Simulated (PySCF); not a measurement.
A species of formula [C8H20P]+ has this rotational fingerprint, computed with PBE0-D3(BJ)/def2-SVP geometry optimisation, gas phase in PySCF:

```
Rotational constants                         : A = 1264, B = 1254, C = 807.2 MHz
Dipole components (about the centre of mass) : |μa| = 0.01 D, |μb| = 0.01 D, |μc| = 0.00 D
Inertial defect                              : -176.72 u·Å²
κ                                            : 0.96
```

Problem. Which candidate fits, each taken in the one conformer that was computed?
A. `[CH3:1][CH2:2][P+:3]([CH2:4][CH3:5])([CH2:6][CH3:7])[CH2:8][CH3:9]` (charge +1) with C1–C2–P3–C4 -179°, C2–P3–C4–C5 179°, C2–P3–C6–C7 61°, C2–P3–C8–C9 -59°
B. `[CH3:1][CH2:2][P+:3]([CH3:4])([CH2:5][CH3:6])[CH:7]([CH3:8])[CH3:9]` (charge +1) with C1–C2–P3–C4 65°, C2–P3–C5–C6 -62°, C2–P3–C7–C8 -60°

Solution. A. It is CC[P+](CC)(CC)CC. The candidates at the same level (rigid rotor, commonest isotopes):

```json
{"SMILES": "CC[P+](CC)(CC)CC", "A (MHz)": "1264", "B (MHz)": "1254", "C (MHz)": "807.2", "μa (D)": "0.01", "μb (D)": "0.01", "μc (D)": "0.00", "Δ (u·Å²)": "-176.72", "point group": "near D2d", "rotor": "–"}
{"SMILES": "CC[P+](C)(CC)C(C)C", "A (MHz)": "1507", "B (MHz)": "1078", "C (MHz)": "860.7", "μa (D)": "0.40", "μb (D)": "0.33", "μc (D)": "0.63", "Δ (u·Å²)": "-216.91", "point group": "C1", "rotor": "asymmetric top"}
```

`CC[P+](C)(CC)C(C)C` has A 19 % too high. No structure here is proved a minimum.
